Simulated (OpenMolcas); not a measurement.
Rh3+ among 2 point charges of -2.5 e arranged as a linear pair (D∞h).

| Item | Value |
| --- | --- |
| Program | OpenMolcas 26.06 |
| Method | SS-CASPT2, IPEA 0.25 Eh, imaginary shift 0.1 Eh (closed shells correlated: 4s 4p) |
| Basis | ANO-RCC-VDZP [6s5p3d1f] |
| Scalar Hamiltonian | DKH2, point nucleus |
| Active space | 6 electrons in 5 orbitals (4d) |
| State averaging | 2S+1 = 5 even, 5 roots; 2S+1 = 3 even, 45 roots; 2S+1 = 1 even, 50 roots |
| Spin-orbit coupling | state interaction with AMFI integrals over the reference wave functions |

All point charges move together. At R = 1.92 Å the first state of the same spin is 17660 cm-1, and at R = 2.13 Å it is 13680 cm-1.

Question: A third run gives 21810 cm-1. What distance was it run at?

Answer: With a power law R^-n the two known points give n = -ln(13680 / 17660) / ln(2.13 / 1.92) = 2.46. Then R = 1.92 × (17660 / 21810)^(1/2.46) = 1.762 Å. The run was at 1.75 Å, so the estimate is off by +0.012 Å.

Roots that are degenerate in the reference are averaged as groups; the widest CASPT2 spread within a group is 90 cm-1 (the 2-fold group of multiplicity 1 near 16200 cm-1 above the lowest state of its run, R = 1.75). Shifts and gaps below about the spread of the groups concerned are not significant. This shell can be high or low spin here, a state of another spin lies low, and with metal d orbitals alone active their balance is uncertain, so the ground spin may be wrong. Point charges give a weaker field than real ligands, and real ions of this kind are as a rule low spin; the high spin found here belongs to the model. Free-ion shares, where given, are those of the reference states; single-state CASPT2 does not remix them. Point charges carry no covalency, so the field is a model and not that of real ligands. No measured value stands beside these numbers.
